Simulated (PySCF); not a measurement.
C4H4F2O2, SMILES FC(F)=C1COCO1.

Geometry optimised at B3LYP-D3(BJ)/def2-SVP. This is a generated structure with no PubChem entry under its InChIKey; it may be hypothetical. The values are those of a single conformer.

Vertical ionisation energy (IE) and electron affinity (EA) in eV. Rows of orbital energies are one-electron estimates. Where ΔSCF, EOM or ADC give a negative EA the extra electron is unbound and the value depends on the basis.

```tsv
level	IE	EA
−ε(HOMO), −ε(LUMO), r2SCAN/def2-TZVP (PySCF)	5.44	-0.09
−ε(HOMO), −ε(LUMO), PBE/def2-TZVP (PySCF)	…	…
```

Question: Complete the blanks. (The exact figures need the calculation; the answer reports its results.)

Answer: 
- −ε(HOMO), −ε(LUMO), PBE/def2-TZVP (PySCF), IE: 5.21
- −ε(HOMO), −ε(LUMO), PBE/def2-TZVP (PySCF), EA: 0.15
